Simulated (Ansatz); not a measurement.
C3H9BClN (SMILES CC(C)NBCl), singlet, at a GFN2-xTB geometry, atoms displaced at random by about 0.03 Å a coordinate; R2SCAN/STO-3G, gradient (Ansatz, a first-principles code).

The Ansatz input:
Ansatz 0.2 input:
```yaml
crystal:
  periodic: [false, false, false]
  atoms:
    - {symbol: B, position_ang: [0.75108864, 0.17804317, 0.98420099]}
    - {symbol: Cl, position_ang: [0.22943563, 0.66383450, 2.52561352]}
    - {symbol: H, position_ang: [1.97310354, 0.16020942, 0.74249449]}
    - {symbol: N, position_ang: [-0.16680429, -0.02278843, -0.03480585]}
    - {symbol: C, position_ang: [0.16750438, -0.34118093, -1.38488709]}
    - {symbol: C, position_ang: [-0.48144615, -1.64323126, -1.80101078]}
    - {symbol: C, position_ang: [-0.39982774, 0.71940057, -2.35098402]}
    - {symbol: H, position_ang: [-1.11381462, 0.11722061, 0.10454494]}
    - {symbol: H, position_ang: [1.18433119, -0.43706263, -1.55111807]}
    - {symbol: H, position_ang: [-0.32724591, -1.95043434, -2.75471913]}
    - {symbol: H, position_ang: [-0.15658189, -2.47740717, -1.13199151]}
    - {symbol: H, position_ang: [-1.58424699, -1.60624067, -1.68643230]}
    - {symbol: H, position_ang: [-0.15495283, 0.48568823, -3.40252248]}
    - {symbol: H, position_ang: [-1.49044691, 0.81903219, -2.29220028]}
    - {symbol: H, position_ang: [0.02317885, 1.73132268, -2.10229539]}
basis:
  gaussian:
    orbitals: STO-3G
hamiltonian:
  xc: r2scan
output: {forces: true}
```

The log (banner, timings and long lists left out):

```
Functional definition: r2SCAN
574 factors; integrals over basis functions are off by at most 7.0e-5 eV
mean field evaluation 1: about -17742.4258 eV, gradient 1.4e1 eV
mean field evaluation 2: about -17742.3026 eV, gradient 1.6e1 eV
mean field evaluation 4: about -17743.0784 eV, gradient 7.1e-1 eV
mean field evaluation 8: about -17742.9466 eV, gradient 3.1e-2 eV
mean field -17742.94657347 eV, -652.0412599738 hartree, gradient 1.6e-5 eV, S^2 0.000000; 0 other end points of the search recorded, 0 dependent functions left out
the calculation of the forces begins
reference -17742.94658023 eV, -652.0412602223 hartree; 28, 28 occupied and 15, 15 virtual orbitals, 574 factors
Total energy: -17742.94658023 eV, -652.0412602223 hartree
Atom 0 at     0.751089     0.178043     0.984201 Å, force     3.131107    -0.238540    -2.976133 eV/Å
Atom 1 at     0.229436     0.663834     2.525614 Å, force    -1.040718     0.763832     2.956822 eV/Å
Atom 2 at     1.973104     0.160209     0.742494 Å, force    -2.009939    -0.293367     0.318663 eV/Å
Atom 3 at    -0.166804    -0.022788    -0.034806 Å, force     4.422036    -0.066904     1.721831 eV/Å
Atom 4 at     0.167504    -0.341181    -1.384887 Å, force    -3.132397     0.072024    -2.768618 eV/Å
Atom 5 at    -0.481446    -1.643231    -1.801011 Å, force    -2.129598    -1.923304     4.661556 eV/Å
Atom 6 at    -0.399828     0.719401    -2.350984 Å, force     0.536044     2.247935    -0.484820 eV/Å
Atom 7 at    -1.113815     0.117221     0.104545 Å, force    -4.492253     0.498344     0.671756 eV/Å
Atom 8 at     1.184331    -0.437063    -1.551118 Å, force     3.454133     0.036491     0.093678 eV/Å
Atom 9 at    -0.327246    -1.950434    -2.754719 Å, force     1.188642    -0.790216    -4.153347 eV/Å
Atom 10 at    -0.156582    -2.477407    -1.131992 Å, force    -0.037456     0.535572    -0.393307 eV/Å
Atom 11 at    -1.584247    -1.606241    -1.686432 Å, force     0.369169     0.314221     0.105184 eV/Å
Atom 12 at    -0.154953     0.485688    -3.402522 Å, force     0.124603    -0.042177     0.304254 eV/Å
Atom 13 at    -1.490447     0.819032    -2.292200 Å, force    -0.135117    -0.296884     0.259635 eV/Å
Atom 14 at     0.023179     1.731323    -2.102295 Å, force    -0.248256    -0.817026    -0.317154 eV/Å
Dipole moment:    -0.241759    -0.157261    -0.632157 e Å
```
